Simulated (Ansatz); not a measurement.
Wavefunction ladder for CH₃AlBrFO, SMILES `C[O][Al]([F])[Br]`

Z-matrix (Å, degrees):
```
C
O 1 1.402
H 1 1.094 2 109.7
H 1 1.096 2 112.4 3 -120.6
H 1 1.094 2 109.7 3 118.7
Al 2 1.663 1 136.3 3 120.4
Br 6 2.233 2 121.9 1 0.0
F 6 1.635 2 119.1 1 -180.0
```

Charge 0, multiplicity 1. Correlated methods include outer-core shells of Br, which these sets cover unevenly. Scalar relativity is left out up to krypton. The structure was optimised at the PBE0-D4/def2-TZVP level. It is one conformer, not always the lowest. Frozen core, restricted reference, Ansatz 0.2.0.

```json
{"basis": "def2-SVP", "HF (Eh)": "-3027.88688", "MP2 corr.": "-0.79487", "CCSD corr.": "-0.81886", "(T)": "-0.01664", "CCSD(T) total": "-3028.72238"}
{"basis": "def2-TZVPP", "HF (Eh)": "-3028.55751", "MP2 corr.": "-1.00238", "CCSD corr.": "-1.02198", "(T)": "-0.03408", "CCSD(T) total": "-3029.61357"}
{"basis": "def2-QZVPP", "HF (Eh)": "-3028.62497", "MP2 corr.": "-1.38180", "CCSD corr.": "–", "(T)": "–", "CCSD(T) total": "–"}
```
